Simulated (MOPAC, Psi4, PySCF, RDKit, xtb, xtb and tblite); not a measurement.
Relaxed torsion scan: SMILES Cc1ccc([SeH])s1. Scanned: dihedral S7–C5–Se6–H13; all other coordinates were relaxed at GFN2-xTB. Points at φ and −φ are mirror images.

Geometry of the scan point at -100° (Å):
```
13

C     -2.2350     0.2922     0.4516
C     -0.8088     0.0662     0.0990
C     -0.2975    -0.6722    -0.9232
C      1.1125    -0.6759    -0.9664
C      1.6668     0.0810     0.0186
Se     3.5239     0.3233     0.3811
S      0.4517     0.7885     1.0426
H     -2.8785    -0.2315    -0.2512
H     -2.4442    -0.0699     1.4579
H     -2.4741     1.3550     0.4243
H     -0.9103    -1.2045    -1.6291
H      1.6946    -1.2099    -1.6962
H      3.7238     1.3767    -0.5995
```

Methods: GFN2-xTB (xtb and tblite); PBE/def2-SVP // GFN2-xTB (Psi4); PBE-D3(BJ)/def2-SVP // GFN2-xTB (Psi4); MP2/cc-pVTZ = DF-MP2 (frozen core)/cc-pVTZ // GFN2-xTB in Psi4; HF/cc-pVTZ // GFN2-xTB (Psi4); UFF // GFN2-xTB (RDKit); PM6, restricted, heats of formation // GFN2-xTB (MOPAC); PM7, restricted, heats of formation // GFN2-xTB (MOPAC); GFN1-xTB // GFN2-xTB (xtb); RKS-B3LYP/6-31G* = PySCF with restricted B3LYP/6-31G*, spherical d, density fitting // GFN2-xTB; RHF/6-31G* = restricted Hartree-Fock/6-31G*, spherical d, density fitting // GFN2-xTB run with PySCF; RKS-M06-2X/6-31G* = restricted M06-2X/6-31G*, spherical d, density fitting // GFN2-xTB (PySCF 2.14.0); RKS-BP86/6-31G* = restricted BP86/6-31G*, spherical d, density fitting // GFN2-xTB (PySCF).

Least-squares fit of E(φ) = a0 + Σ (a_n cos nφ + b_n sin nφ), n = 1 to 4, to the 18 scan points, in kJ/mol above the lowest point of each profile (levels whose profile four harmonics don't fit are not listed):

```tsv
method	a0	a1	b1	a2	b2	a3	b3	a4	b4	rms of fit
GFN2-xTB	2.86	-1.15	0.00	-2.36	0.00	0.65	0.00	-0.01	0.00	0.01
PBE/def2-SVP	4.09	-1.35	0.00	3.91	0.00	0.46	0.00	0.00	0.00	0.04
PBE-D3(BJ)/def2-SVP	4.01	-1.39	0.00	3.82	0.00	0.47	0.00	0.01	0.00	0.04
MP2/cc-pVTZ	4.62	-1.03	0.00	4.54	0.00	0.41	0.00	-0.01	0.00	0.04
HF/cc-pVTZ	5.94	-1.61	0.00	5.54	0.00	0.64	0.00	-0.23	0.00	0.04
UFF	13.81	-0.11	0.00	13.92	0.00	-0.98	0.00	-0.23	0.00	0.06
PM6	0.49	-0.27	0.00	0.30	0.00	0.22	0.00	-0.02	0.00	0.01
PM7	1.81	-0.92	0.00	1.72	0.00	0.24	0.00	0.08	0.00	0.02
GFN1-xTB	4.90	-0.40	0.00	-4.96	0.00	0.47	0.00	0.15	0.00	0.02
RKS-B3LYP/6-31G*	5.88	-1.24	0.00	5.60	0.00	0.68	0.00	-0.13	0.00	0.04
RHF/6-31G*	7.25	-1.55	0.00	6.82	0.00	0.76	0.00	-0.31	0.00	0.04
RKS-M06-2X/6-31G*	6.02	-1.19	0.00	5.74	0.00	0.64	0.00	-0.17	0.00	0.05
RKS-BP86/6-31G*	5.64	-1.23	0.00	5.40	0.00	0.68	0.00	-0.08	0.00	0.04
```
